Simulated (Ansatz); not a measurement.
FGaH$_{7}$NSi$_{2}$, SMILES `N[SiH2][SiH2][GaH][F]`, one more setting.

```yaml
crystal:
  periodic: [false, false, false]
  atoms:
    - {symbol: N, position_ang: [-0.711523, 0.847005, -0.736203]}
    - {symbol: Si, position_ang: [-1.167449, -0.798947, -0.121043]}
    - {symbol: Si, position_ang: [0.896126, -1.234926, 0.886016]}
    - {symbol: Ga, position_ang: [1.163986, 1.117901, 0.318958]}
    - {symbol: F, position_ang: [2.063503, 1.283201, -1.222837]}
    - {symbol: H, position_ang: [-1.425975, 1.562319, -0.667189]}
    - {symbol: H, position_ang: [-0.353228, 0.858589, -1.687956]}
    - {symbol: H, position_ang: [-1.720018, -1.604288, -1.243808]}
    - {symbol: H, position_ang: [-2.260047, -0.519118, 0.848987]}
    - {symbol: H, position_ang: [1.702733, -2.231272, 0.132578]}
    - {symbol: H, position_ang: [0.724179, -1.689995, 2.291874]}
    - {symbol: H, position_ang: [1.087713, 2.409543, 1.200612]}
basis:
  gaussian: {orbitals: def2-mTZVPP}
hamiltonian: {xc: {name: BHLYP}, dispersion: d4}
scf: {lower_state_search: light}
output: {forces: true}
```

```sh
$ ansatz run in.yaml --threads 4 --pin off --events-out ev --progress --plain --max-ram 10444MiB
```

It prints (some lines left out):

```
Functional definition: BHLYP
1596 factors; integrals over basis functions are off by at most 1.1e-3 eV
mean field evaluation 1: about -72450.5372 eV, gradient 5.6e1 eV
mean field evaluation 2: about -72448.1894 eV, gradient 7.0e1 eV
mean field evaluation 4: about -72455.7754 eV, gradient 2.9e0 eV
mean field evaluation 8: about -72455.7936 eV, gradient 8.5e-2 eV
mean field evaluation 16: about -72455.7936 eV, gradient 2.9e-5 eV
mean field -72455.79362751 eV, -2662.7013035101 hartree, gradient 2.9e-5 eV, S^2 0.000000; 0 other end points of the search recorded, 0 dependent functions left out
reference -72455.79383525 eV, -2662.7013111444 hartree; 41, 41 occupied and 132, 132 virtual orbitals, 1596 factors
Total energy: -72456.28034557 eV, -2662.7191900690 hartree
Atom 0 at    -0.711523     0.847005    -0.736203 Å, force    -0.065652     0.114415    -0.183783 eV/Å
Atom 1 at    -1.167449    -0.798947    -0.121043 Å, force    -0.387612    -0.066041    -0.087943 eV/Å
Atom 2 at     0.896126    -1.234926     0.886016 Å, force     0.131633    -0.246040     0.104664 eV/Å
Atom 3 at     1.163986     1.117901     0.318958 Å, force     0.070356     0.148682     0.019271 eV/Å
Atom 4 at     2.063503     1.283201    -1.222837 Å, force    -0.054321    -0.004198     0.061625 eV/Å
Atom 5 at    -1.425975     1.562319    -0.667189 Å, force     0.240745    -0.230438    -0.045227 eV/Å
Atom 6 at    -0.353228     0.858589    -1.687956 Å, force    -0.140086     0.022165     0.279937 eV/Å
Atom 7 at    -1.720018    -1.604288    -1.243808 Å, force     0.107534     0.153896     0.208962 eV/Å
Atom 8 at    -2.260047    -0.519118     0.848987 Å, force     0.192824    -0.049490    -0.180690 eV/Å
Atom 9 at     1.702733    -2.231272     0.132578 Å, force    -0.142057     0.176164     0.151759 eV/Å
Atom 10 at     0.724179    -1.689995     2.291874 Å, force     0.037344     0.073586    -0.253208 eV/Å
Atom 11 at     1.087713     2.409543     1.200612 Å, force     0.009292    -0.092701    -0.075366 eV/Å
Dipole moment:    -0.791240    -0.125262     0.062329 e Å
```

Run time 3.4 s (4 threads of an Arm Neoverse V2 on a shared host); peak host memory 0.6 GiB.
